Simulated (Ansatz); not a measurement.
The same redistribution along the group Mg, Zn, Cd.

Gas-phase electronic energies from Ansatz, PBE0-D4/def2-TZVP geometries. CCSD(T)/CBS adds triple-zeta CCSD(T) − MP2 to the extrapolated MP2 energy (def2 sets, frozen cores). DFT in def2-TZVPP. B3LYP here is the variant with VWN-RPA as its local correlation; programs differ in this. def2 core potentials past Kr. For Br, Cd, Mg, Zn outer-core shells are correlated without core-valence functions, which leaves a few kJ/mol of doubt a bond. Scalar relativity is left out up to krypton. One conformer a species, not always the lowest.

```tsv
reaction	B3LYP-D4 (kJ/mol)	MP2/CBS(def2) (kJ/mol)	ωB97X-V (kJ/mol)
`C[O][Mg][Cl]` + `FB(F)Br` → `[F][Mg][Cl]` + `COB(F)Br`	-62	-63	-61
`C[O][Zn][Cl]` + `FB(F)Br` → `[F][Zn][Cl]` + `COB(F)Br`	-39	-43	-41
`C[O][Cd][Cl]` + `FB(F)Br` → `[F][Cd][Cl]` + `COB(F)Br`	-38	-38	-41
```

Q: Give the CCSD(T)/CBS values in the same order. (Best estimate.)

A: Ansatz gave: -60, -43, -40 kJ/mol.

Largest T1 diagnostic: 0.016, for `[F][Zn][Cl]`.
